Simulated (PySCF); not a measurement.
Species: 1-chloropentafluorobenzene, C₆ClF₅.
Z-matrix (Å and degrees, PBE0-D3(BJ)/def2-SVP geometry), rows numbered from 1:
```
F 
C   1  1.3179
C   2  1.3941  1  119.95
F   3  1.3199  2  119.94  1    -0.09
C   3  1.3935  2  119.91  1  -179.67
F   5  1.3175  3  119.24  2   179.67
C   5  1.3969  3  120.27  2    -0.69
Cl  7  1.7111  5  120.22  3  -179.72
C   7  1.3970  5  119.57  3     0.59
F   9  1.3177  7  120.55  5   179.79
C   9  1.3935  7  120.21  5    -0.55
F  11  1.3197  2  119.83  1     0.12
```

Computed, not measured: TDDFT wB97X-D/def2-SVPD, vertical, gas phase, core orbitals frozen in the response (PySCF).

```csv
state,E (eV),E (kJ/mol),λ (nm),f,symmetry,"main configurations (H = HOMO, L = LUMO)"
S1,5.30,511,234.0,0.0034,B1 or B2,"H-1→L (56%), H→L+1 (42%)"
S2,5.73,552,216.5,0.0010,–,H→L+2 (93%)
S3,5.83,562,212.8,0.0000,–,H-1→L+2 (94%)
S4,6.03,582,205.5,0.064,A1,"H→L (71%), H-1→L+1 (28%)"
S5,6.89,665,179.9,0.454,B1 or B2,"H→L+1 (54%), H-1→L (42%)"
S6,6.92,668,179.0,0.708,A1,"H-1→L+1 (68%), H→L (27%)"
```

The lowest singlet lies at 5.30 eV (234 nm, ultraviolet) and is very weak; its leading configuration is HOMO-1→LUMO (56%). The strongest level in the table is S6 at 6.92 eV (179 nm, f = 0.708). It is the last of those listed, so stronger ones may follow. Löwdin shares by element: HOMO carbon 37% or more, chlorine 22%, fluorine 8% or more (atoms not listed hold the other 34%); LUMO carbon 62% or more (atoms not listed hold the other 38%). Of the 6 states listed, 3 reach f = 0.01 and 1 stays under 0.0005. Weighted by f, the mean energy of these states is 6.86 eV. The oscillator strengths of these states sum to 1.231; summed over the whole spectrum of an exact calculation they would give the number of electrons, 98 (Thomas–Reiche–Kuhn). Symmetry labels in C2v follow from the direction of the transition dipole and are given only for states with f of 0.002 or more; B1 and B2 swap with the choice of axes. Only the lowest 6 singlets were computed, as vertical energies without vibronic structure.
